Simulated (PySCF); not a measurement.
Computed IR spectrum (relative IR intensity) of a molecule C3H9AlO. Geometry optimised at PBE-D3(BJ)/def2-SVP. The values are those of a single conformer. Calculation: PySCF 2.14.0 with PBE-D3(BJ)/def2-SVP. Frequencies are harmonic and unscaled.

Lines under 2 % of the strongest are left out, and lines within 2 cm⁻¹ are merged.

ν (cm⁻¹): 295 (w), 410 (m), 478 (s), 548 (vs), 677 (m), 837 (s), 879 (w), 936 (w), 1081 (vw), 1421 (w), 1849 (vs), 2906 (w), 2937 (m), 2940 (m), 3010 (w), 3018 (w), 3034 (w), 3053 (w), 3806 (m) (against the strongest line: vs over 80 %, s over 45 %, m over 15 %, w over 4 %, vw less)

**Question.** Which structure fits?
A. C[CH](C)[AlH][OH]
B. C[O][Al]([CH3])[CH3]
C. CC(C)[O][AlH2]
D. C[CH2][AlH][O]C

**Answer.** A, C[CH](C)[AlH][OH]
